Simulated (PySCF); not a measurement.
Species: C7H4O2.
SMILES with atom numbers: `[O:1]=[CH:2][C:3]#[C:4][c:5]1[cH:6][cH:7][cH:8][o:9]1` (hydrogens: H10 on C2; H11 on C6; H12 on C7; H13 on C8)

Cartesian coordinates in Å at the PBE0-D3(BJ)/def2-SVP level; atoms count from 1:
```xyz
13
C7H4O2 angstrom
O      4.3750    0.3281    0.9793
C      3.6275   -0.3644    0.3319
C      2.1979   -0.2050    0.2920
C      0.9822   -0.1086    0.2345
C     -0.4120    0.0384    0.2031
C     -1.2538    0.9410    0.8167
C     -2.5695    0.5934    0.4159
C     -2.4323   -0.4915   -0.4076
O     -1.1461   -0.8316   -0.5429
H      4.0039   -1.2051   -0.3015
H     -0.9422    1.7496    1.4732
H     -3.5000    1.0797    0.6988
H     -3.1496   -1.1030   -0.9497
```

Level of theory: TDDFT CAM-B3LYP/def2-SVPD, vertical, gas phase, core orbitals frozen in the response (PySCF 2.14.0, density-fitted response routines).

Broadening: Gaussians 0.5 eV wide at half height, area fixed by f = 4.319×10⁻⁹ ∫ε dν̃. The width is an assumption, not a result. The curve ends short of the highest state used, and states not computed would add to its high-energy end.

| E (eV) | ε (L mol⁻¹ cm⁻¹) |
| --- | --- |
| 3.11 | 0 |
| 3.19 | 0 |
| 3.27 | 0 |
| 3.34 | 1 |
| 3.42 | 3 |
| 3.50 | 10 |
| 3.58 | 34 |
| 3.66 | 116 |
| 3.74 | 370 |
| 3.81 | 928 |
| 3.89 | 2351 |
| 3.97 | 5195 |
| 4.05 | 9982 |
| 4.13 | 16656 |
| 4.21 | 24121 |
| 4.28 | 29689 |
| 4.36 | 32957 |
| 4.44 | 31747 |
| 4.52 | 26541 |
| 4.60 | 19262 |
| 4.68 | 12143 |
| 4.76 | 6657 |
| 4.83 | 3516 |
| 4.91 | 1497 |
| 4.99 | 564 |
| 5.07 | 192 |
| 5.15 | 62 |
| 5.23 | 22 |
| 5.30 | 13 |
| 5.38 | 13 |
| 5.46 | 19 |
| 5.54 | 34 |
| 5.62 | 68 |
| 5.70 | 138 |
| 5.77 | 247 |
| 5.85 | 443 |

(1) Where are the band maxima, and which computed states make them?

(2) Does any computed singlet lie in the visible range?

(3) On this curve, what absorbance would a 10⁻³ mol/L sample give at 248 nm over a 1 cm path?

(4) Coming from long wavelengths, where does ε first pass 100 L mol⁻¹ cm⁻¹?

## Answers

(1) 283 nm (4.38 eV), ε about 33000, made up of S2 (100%) (ε in L mol⁻¹ cm⁻¹; maxima over ε = 5, shares over 10%). At its high-energy end, 5.85 eV, the curve is still rising (ε about 440, from S5 and S6). The states used: S1 3.86 eV (f 0.0003); S2 4.38 eV (f 0.613); S3 4.80 eV (f 0.0010); S4 5.56 eV (f 0.0003); S5 6.12 eV (f 0.017); S6 6.45 eV (f 0.050).

(2) No computed singlet lies in the visible range (380 to 750 nm); the lowest, at 321 nm, stands 0.60 eV above its violet end (3.26 eV).

(3) 248 nm is 4.999 eV, where ε is about 500 L mol⁻¹ cm⁻¹, so A = ε c l ≈ 0.5 (Beer–Lambert, with the gas-phase spectrum and the assumed width).

(4) At about 340 nm (3.65 eV), 0.21 eV below S1.

Cost: about 80 s of CPU time on one thread; the machine was shared, so the figure is rough.
